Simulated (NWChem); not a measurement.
# Si2NH6 cation

```xyz
9

Si    -0.1396     1.5923     0.0003
N      0.6115     0.1228    -0.0008
Si    -0.1138    -1.5613    -0.0013
H     -1.6137     1.6109     0.0003
H      0.6842     2.8162     0.0014
H      1.6361     0.1414    -0.0012
H      0.3623    -2.2121    -1.2452
H     -1.5752    -1.3011     0.0098
H      0.3805    -2.2194     1.2316
```
Atoms are numbered in this order, from 1.

All runs: NWChem. Geometry: optimised at PBE0/def2-SVP. Vzz is the largest principal value of the second derivative of the potential at the nucleus (NWChem prints the opposite sign); η is the asymmetry. Non-relativistic.

Estimate the computed values for Hartree-Fock/cc-pVTZ. Quantities: Vzz N2 (a.u.); η N2.


* **Vzz N2 (a.u.)**: 0.299
* **η N2**: 0.74
